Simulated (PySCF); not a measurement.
Löwdin shares of the frontier orbitals

C7H4ClO (charge +1).
Atom-mapped SMILES: `[O+:1]#[C:2][c:3]1[cH:4][cH:5][c:6]([Cl:7])[cH:8][cH:9]1` (hydrogens: H10 on C4; H11 on C5; H12 on C8; H13 on C9)

Structure used (GFN2-xTB), in Å, numbered top down from 1:
```
atom  x, y, z in Å
O1     3.569   -0.477   -0.222
C2     2.453   -0.328   -0.152
C3     1.116   -0.149   -0.069
C4     0.242   -1.275   -0.018
C5    -1.108   -1.081    0.063
C6    -1.645    0.220    0.097
Cl7   -3.314    0.443    0.196
C8    -0.786    1.334    0.049
C9     0.567    1.167   -0.031
H10    0.655   -2.272   -0.045
H11   -1.774   -1.930    0.103
H12   -1.206    2.328    0.077
H13    1.228    2.020   -0.067
```

Computed with TDDFT CAM-B3LYP/def2-SVPD, vertical, gas phase, core orbitals frozen in the response in PySCF 2.14.0, density-fitted response routines.

Kohn–Sham orbitals with the atoms that hold most of them (Löwdin shares over 4%, at most four atoms; ? is withheld):

```tsv
orbital	ε (eV)	atoms
HOMO-3	-16.39	Cl7 39%, C3 17%, C6 14%, O1 6%
HOMO-2	-14.99	Cl7 80%, C6 10%
HOMO-1	-14.43	C9 22%, C4 22%, C5 20%, C8 20%
HOMO	-13.81	?
LUMO	-7.00	?
LUMO+1	-5.83	C2 44%, O1 35%, C3 10%, C4 4%
LUMO+2	-4.61	C5 19%, C8 19%, C4 18%, C9 18%
```

**Question.** Give the leading atoms of the LUMO.

**Answer.** C2 (bonded to C and O) 19%; C6 (bonded to 2 C and Cl) 17%; O1 (bonded to C) 14%; C4 (bonded to 2 C and H) 12%. By element: carbon 48% or more, oxygen 14%.

**Question.** Give the leading atoms of the HOMO.

**Answer.** Cl7 (bonded to C) 35%; C6 (bonded to 2 C and Cl) 14%; C3 (bonded to 3 C) 14%; C8 (bonded to 2 C and H) 9%. By element: carbon 37% or more, chlorine 35%.

**Question.** How does S1 compare with the orbital gap of 6.80 eV?

**Answer.** S1 is at 4.47 eV (f = 0.051), 2.34 eV below the gap, made of HOMO-1→LUMO (94%). Its leading pair isn't HOMO and LUMO; the energies of that pair differ by 7.42 eV. 

**Question.** One configuration dominates each of S1, S2, S3, S4 and S5. Which, and how do the shares of the two leading atoms of either orbital change from the occupied to the empty one?

**Answer.** 
- S1 (4.47 eV, f 0.051), HOMO-1→LUMO (94%): C9 22% → at most 12%, C4 22% → 12%, C2 at most 18% → 19%, C6 at most 18% → 17%
- S2 (4.56 eV, f 0.508), HOMO→LUMO (94%): Cl7 35% → at most 12%, C6 14% → 17%, C2 at most 10% → 19%
- S3 (4.67 eV, f 0.0000), HOMO→LUMO+1 (85%): Cl7 35% → at most 5%, C6 14% → at most 5%, C2 at most 10% → 44%, O1 at most 10% → 35%
- S4 (5.00 eV, f 0.0000), HOMO-2→LUMO (94%): Cl7 80% → at most 12%, C6 10% → 17%, C2 at most 4% → 19%
- S5 (5.56 eV, f 0.0000), HOMO-1→LUMO+1 (100%): C9 22% → at most 5%, C4 22% → 4%, C2 at most 18% → 44%, O1 at most 18% → 35%
